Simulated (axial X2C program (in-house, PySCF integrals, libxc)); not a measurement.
What spin–orbit coupling does to RuS⁻

All values were computed with an in-house relativistic program for diatomic molecules. Spin-free means the one-electron spin-free X2C Hamiltonian; two-component (2c) means X2C with spin–orbit coupling and atomic mean-field two-electron Coulomb and Gaunt terms, so the difference of the two also holds small scalar two-electron terms. Basis: Ru dyall-acv3z [13s13p9d5f3g], S dyall-av3z [9s8p3d2f] (cores contracted in-house); Gaussian nuclei, density fitting, unrestricted open shells. Masses: Ru 101.904 u, S 31.972 u.

Spin-free state: M_S = 3/2, Λ = 2 (beyond evenly filled blocks: π+α, π-α, δ+α, δ+β, δ-α); fragments Ru + S-.

```
level  Re (Å)  ωe (cm⁻¹)  De (eV)  μ (D)
 PBE0   2.103      472.1    3.365  -4.00
B97-3   2.121      452.5    3.336  -3.86
```

Dipoles are positive if S is the positive end and refer to the centre of mass.

Two-component determinant lowest at the distance of the search:

Ω = 7/2 (⟨Sz⟩ = 1.49, ⟨Lz⟩ = 2.01 at PBE0); fragments Ru + S-.

| level | Re (Å) | ωe (cm⁻¹) | μ (D) |
| --- | --- | --- | --- |
| PBE0 | 2.103 | 471.4 | -3.98 |
| B97-3 | 2.122 | 451.8 | -3.86 |

**Question.** From the two tables, how do the constants change at the PBE0 level (2c against spin-free)?

**Answer.** At the PBE0 level Re is unchanged within 0.001 Å and ωe falls by 0.7 cm⁻¹.

Occupations by symmetry block were frozen at the best pattern of an incomplete PBE0 search. Dissociation energies refer to the lowest single-determinant-based atoms at the same level and basis. De is not given where an atomic determinant may have missed its ground term or J level, or where the truncated virtual space spoils (T). Density functionals use the spin component along the axis (collinear). Other states lie close and PBE0, whose exact exchange favours high spin, may order them wrongly; the determinant shown need not be the ground state. The nearest other spin-free determinant of the search, M_S = 5/2, Λ = 2, lies 0.37 eV up at the distance of the search. Without a current term, density functionals place determinants with orbital angular momentum somewhat too high. With several unpaired electrons one determinant need not be a pure state. The highest occupied level of some functionals is positive through self-interaction error; at Hartree–Fock it is bound.
